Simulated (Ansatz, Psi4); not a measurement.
The Ansatz (a program for electronic structure) input:
Ansatz 0.2 input:
```yaml
crystal:
  periodic: [false, false, false]
  atoms:
    - {symbol: Na, position_ang: [-0.00000000, -0.00000000, -1.65064203]}
    - {symbol: Na, position_ang: [0.00000000, 0.00000000, 1.65064203]}
basis:
  gaussian:
    orbitals: aug-cc-pVDZ
hamiltonian:
  xc: b3lyp
total_charge: 1
magnetization: {spin_polarized: true, initial_magnetization: 1}
accuracy: high
```

### Question
Convert this to an input for Psi4.

### Answer
Several could match; the one computed here: 
```
memory 2 GB

molecule {
1 2
  Na   -0.00000000   -0.00000000   -1.65064203
  Na    0.00000000    0.00000000    1.65064203
}

set basis aug-cc-pvdz
set reference uks
set scf_type pk
set puream true
set d_convergence 1e-8
set dft_radial_points 99
set dft_spherical_points 590

energy('b3lyp')
print_variables()
```

Both were run: Ansatz gave -324.419583 Eh and Psi4 -324.419582 Eh, 0.000 mEh apart.
